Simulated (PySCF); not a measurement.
Estimate the missing entries of this data sheet.

C7H5F2 (charge -1).
InChI=1S/C7H5F2/c1-2-5-3-6(8)4-7(5)9/h2-4H,1H2/q-1

Conformer (atom-mapped SMILES and torsion angles): `[CH2:1]=[CH:2][c:3]1[cH:4][c-:5]([F:6])[cH:7][c:8]1[F:9]`: C1–C2–C3–C4 0°.

| property | level | value |
| --- | --- | --- |
| point group of the GFN2-xTB geometry | GFN2-xTB | ? |
| rotational constants A, B, C of the GFN2-xTB geometry | GFN2-xTB | ? |
| HOMO energy | PBE0/pcSseg-1 | ? |
| LUMO energy | PBE0/pcSseg-1 | ? |
| 13C chemical shifts (computed TMS as zero) by class | GIAO PBE0/pcSseg-1 | 157.0 (1 C), 155.1 (1 C), 138.5 (1 C), 99.7 (1 C), 83.1 (1 C), 76.6 (1 C), 75.7 (1 C) ppm |
| 1H chemical shifts (computed TMS as zero) by class | GIAO PBE0/pcSseg-1 | 6.71 (1 H), 5.17 (1 H), 4.70 (1 H), 4.20 (1 H), 3.53 (1 H) ppm |
| isotropic shieldings of nuclei other than C and H, by class | GIAO PBE0/pcSseg-1 | 352 (1 F), 358 (1 F) ppm |

The electronic properties come from PySCF, for the isolated species, density fitting. No diffuse functions stand in pcSseg-1, which bears on an anion's orbital energies.

(1) Give the point group of the GFN2-xTB geometry.

(2) The LUMO energy?

(3) The rotational constants A, B, C of the GFN2-xTB geometry?

(4) Give the HOMO energy.

## Answers

(1) Cs.

(2) 4.48 eV.

(3) 2.410, 1.294, 0.842 GHz.

(4) -0.46 eV.

The rotational constants make it an asymmetric top with κ = (2B − A − C)/(A − C) = -0.42, nearer the prolate limit (−1). With B = h/(8π²I), that is 505.379 GHz u Å² over I, the principal moments of inertia are 209.7, 390.4 and 600.1 u Å² (most abundant isotopes); the inertial defect Ic − Ia − Ib is 0.0 u Å² (zero for a rigid planar frame, negative otherwise).

One conformer stands for the species.
